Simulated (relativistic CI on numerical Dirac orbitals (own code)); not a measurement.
# Electric-dipole transitions in Pb XXIX

Calculated at this level of theory: Dirac-Coulomb-Breit CI, KLI orbitals optimised for each configuration, model QED (radiative potential, 1s self-energy scaled to tabulated hydrogen-like ionisation energies), unscaled Slater integrals (own radial code, finite nucleus).

CI space (outside the closed core [Ar] 3d10): 4s²4p⁶4d¹⁰4f⁸, 4s²4p⁶4d¹⁰4f⁷5s, 4s²4p⁶4d⁹4f⁹, 4s²4p⁶4d¹⁰4f⁶5s², 4s²4p⁶4d¹⁰4f⁷5p, 4s²4p⁵4d¹⁰4f⁹, 4s4p⁶4d¹⁰4f⁹, 4s²4p⁶4d¹⁰4f⁷6s, 4s²4p⁶4d¹⁰4f⁷7s, 4p⁶4d¹⁰4f¹⁰, 4s4p⁶4d¹⁰4f⁷5s², 4s4p⁶4d¹⁰4f⁸5s. Levels of other configurations are missing.

```csv
λ vac (nm),Lower,Upper,A (s⁻¹),E lower (cm⁻¹),E upper (cm⁻¹)
8.4679,4s²4p⁶4d¹⁰4f⁸ ⁷F6 [1],4s²4p⁶4d¹⁰4f⁷5s ⁵L°7 [353],4.41e+05,0,1180928
8.5810,4s²4p⁶4d¹⁰4f⁸ ⁷F6 [1],4s²4p⁶4d¹⁰4f⁷5s ⁵H°7 [335],3.79e+05,0,1165360
8.5937,4s²4p⁶4d¹⁰4f⁸ ⁷F4 [2],4s²4p⁶4d¹⁰4f⁷5s ⁷G°4 [351],7.74e+05,16349,1179987
8.5975,4s²4p⁶4d¹⁰4f⁸ ⁷F6 [1],4s²4p⁶4d¹⁰4f⁷5s ⁷G°7 [333],1.47e+06,0,1163130
8.6855,4s²4p⁶4d¹⁰4f⁸ ⁷F6 [1],4s²4p⁶4d¹⁰4f⁷5s ⁷G°5 [324],9.88e+05,0,1151340
8.8142,4s²4p⁶4d¹⁰4f⁸ ³H6 [8],4s²4p⁶4d¹⁰4f⁷5s ³L°7 [364],1.43e+06,56203,1190739
8.8646,4s²4p⁶4d¹⁰4f⁸ ⁷F4 [2],4s²4p⁶4d¹⁰4f⁷5s ⁵D°4 [318],9.84e+05,16349,1144426
8.8650,4s²4p⁶4d¹⁰4f⁸ ⁷F5 [3],4s²4p⁶4d¹⁰4f⁷5s ⁷G°5 [324],1.28e+06,23312,1151340
8.8803,4s²4p⁶4d¹⁰4f⁸ ⁷F5 [3],4s²4p⁶4d¹⁰4f⁷5s ⁷G°6 [322],7.03e+05,23312,1149403
8.9094,4s²4p⁶4d¹⁰4f⁸ ⁷F6 [1],4s²4p⁶4d¹⁰4f⁷5s ⁷D°5 [309],2.42e+06,0,1122404
8.9808,4s²4p⁶4d¹⁰4f⁸ ⁷F2 [4],4s²4p⁶4d¹⁰4f⁷5s ⁷D°2 [321],1.80e+06,33978,1147459
8.9904,4s²4p⁶4d¹⁰4f⁸ ⁷F3 [5],4s²4p⁶4d¹⁰4f⁷5s ⁷G°3 [320],2.17e+06,34111,1146410
9.0122,4s²4p⁶4d¹⁰4f⁸ ⁷F5 [3],4s²4p⁶4d¹⁰4f⁷5s ⁵D°4 [313],1.01e+06,23312,1132919
9.0189,4s²4p⁶4d¹⁰4f⁸ ⁷F6 [1],4s²4p⁶4d¹⁰4f⁷5s ⁷I°5 [303],9.00e+05,0,1108777
9.0923,4s²4p⁶4d¹⁰4f⁸ ⁵H5 [13],4s²4p⁶4d¹⁰4f⁷5s ⁷H°6 [354],1.13e+06,81561,1181394
9.0945,4s²4p⁶4d¹⁰4f⁸ ⁷F5 [3],4s²4p⁶4d¹⁰4f⁷5s ³H°4 [311],7.27e+05,23312,1122874
9.2702,4s²4p⁶4d¹⁰4f⁸ ⁷F4 [9],4s²4p⁶4d¹⁰4f⁷5s ⁷D°3 [317],1.73e+06,64156,1142881
9.2879,4s²4p⁶4d¹⁰4f⁸ ⁵F5 [20],4s²4p⁶4d¹⁰4f⁷5s ⁵G°5 [345],2.33e+06,98883,1175548
9.3248,4s²4p⁶4d¹⁰4f⁸ ⁷F4 [2],4s²4p⁶4d¹⁰4f⁷5s ⁵H°3 [299],1.17e+06,16349,1088761
9.3293,4s²4p⁶4d¹⁰4f⁸ ⁷F3 [5],4s²4p⁶4d¹⁰4f⁷5s ⁷P°2 [302],1.79e+06,34111,1105997
9.3295,4s²4p⁶4d¹⁰4f⁸ ⁵H7 [27],4s²4p⁶4d¹⁰4f⁷5s ⁷H°6 [354],1.61e+06,109527,1181394
9.4315,4s²4p⁶4d¹⁰4f⁸ ⁵H5 [13],4s²4p⁶4d¹⁰4f⁷5s ⁵I°6 [316],1.14e+06,81561,1141839
9.4412,4s²4p⁶4d¹⁰4f⁸ ⁵H7 [12],4s²4p⁶4d¹⁰4f⁷5s ⁵I°8 [314],6.39e+05,77245,1136434
9.4515,4s²4p⁶4d¹⁰4f⁸ ⁷F5 [3],4s²4p⁶4d¹⁰4f⁷5s ⁵D°4 [298],1.59e+06,23312,1081341
9.5513,4s²4p⁶4d¹⁰4f⁸ ⁵G6 [33],4s²4p⁶4d¹⁰4f⁷5s ⁵F°5 [337],3.64e+06,120651,1167633
9.5644,4s²4p⁶4d¹⁰4f⁸ ⁵F5 [20],4s²4p⁶4d¹⁰4f⁷5s ⁵D°4 [318],3.30e+06,98883,1144426
9.7004,4s²4p⁶4d¹⁰4f⁸ ⁷F4 [2],4s²4p⁶4d¹⁰4f⁷5s ⁷S°3 [297],1.10e+06,16349,1047231
9.7705,4s²4p⁶4d¹⁰4f⁸ ⁵K8 [36],4s²4p⁶4d¹⁰4f⁷5s ⁵I°7 [319],2.37e+06,122614,1146106
9.8469,4s²4p⁶4d¹⁰4f⁸ ⁵K9 [34],4s²4p⁶4d¹⁰4f⁷5s ⁵I°8 [314],2.16e+06,120884,1136434
9.8524,4s²4p⁶4d¹⁰4f⁸ ⁵D3 [26],4s²4p⁶4d¹⁰4f⁷5s ⁵P°2 [310],4.64e+06,107754,1122731
```

Terms are leading LS components. Brackets give the number of a level in order of energy, since labels repeat. The list gives strong lines, with weight on those to low levels, without lines whose two gauges differ by over a factor of 2.5, among the lowest 400 of 9835 levels, so that lines to higher ones, which can be the strongest, are missing. Levels whose partners in the same complex of configurations lie outside the list can be far off, and so can their lines. Rates are taken at the computed energies, electric ones in the length gauge.

At this charge energies of transitions that change n are usually good to better than 1 %, and those within a shell (Δn = 0) to a few per cent. Terms inside the open d or f shell come out 10 to 20 % too wide with unscaled integrals.

LS names give the leading component of a level, which can be under half, so a name can repeat, a term be missing and a line seem to break the LS rules.
